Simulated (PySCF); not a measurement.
These are PySCF 2.14.0 with B3LYP-D3(BJ)/def2-TZVP // TPSS-D3(BJ)/def2-SVP values and carry that method's errors. Isolated molecules, 0 K electronic values unless said otherwise. B3LYP has the VWN-RPA correlation part, as in Gaussian. 

Reference species: [Mo(Cl)5(F)] (neutral, multiplicity 1).

```yaml
dipole_moment: 0.92 D
charge on the central atom (Mulliken): 1.12 e
```

Changed species: [Mo(Cl)4(F)2] (2 of 6 Cl replaced by F; the reference has 1 of 6 Cl replaced by F).

Problem. Predict the effect on the dipole moment and charge on the central atom (Mulliken).

Solution. the dipole moment rises by 0.45 D, to 1.37 D; the charge on the central atom (Mulliken) goes up by 0.20 e, to 1.32 e.
